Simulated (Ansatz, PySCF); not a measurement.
Gas-phase reaction in SMILES: [Cl][Sn][Cl] → [Cl][Sn] + Cl atom (the Cl-Sn bond at the site shown breaks; other sites are not compared here)
Geometries: B3LYP-D3(BJ)/def2-TZVP minima from Ansatz (a first-principles code).

Property: bond dissociation energy (enthalpy at 298 K, with B3LYP-D3(BJ) rigid-rotor harmonic-oscillator terms from PySCF), in kJ/mol. Correlated levels leave the core frozen unless marked. UHF or UKS for open shells. No spin-orbit coupling. The frozen core is the preceding noble-gas configuration, with the filled d and f shells of earlier blocks. Past Kr the def2 sets carry scalar-relativistic core potentials. CBS(X,Y): correlation extrapolated as X^-3; Hartree-Fock from the larger set.

```json
[
 {"level": "PBE-D3(BJ)/def2-TZVPD", "program": "Ansatz + dftd3", "bond dissociation energy (kJ/mol)": "412.5"},
 {"level": "PBE-D4/def2-TZVPD", "program": "Ansatz + dftd4", "bond dissociation energy (kJ/mol)": "413.2"},
 {"level": "BLYP/def2-TZVPD", "program": "Ansatz", "bond dissociation energy (kJ/mol)": "386.1"},
 {"level": "r2SCAN-D3(BJ)/def2-TZVPD", "program": "Ansatz + dftd3", "bond dissociation energy (kJ/mol)": "404.5"},
 {"level": "PBE0-D3(BJ)/def2-TZVP", "program": "Ansatz + dftd3", "bond dissociation energy (kJ/mol)": "399.6"},
 {"level": "CAM-B3LYP-D4/def2-TZVPD", "program": "Ansatz + dftd4", "bond dissociation energy (kJ/mol)": "387.5"},
 {"level": "LC-wPBE-D3(BJ)/def2-TZVPD", "program": "Ansatz + dftd3", "bond dissociation energy (kJ/mol)": "384.5"}
]
```

Task: What does CCSD(T)/CBS(def2-TZVPPD,def2-QZVPPD) (Ansatz) give?

Result: 402.2 kJ/mol
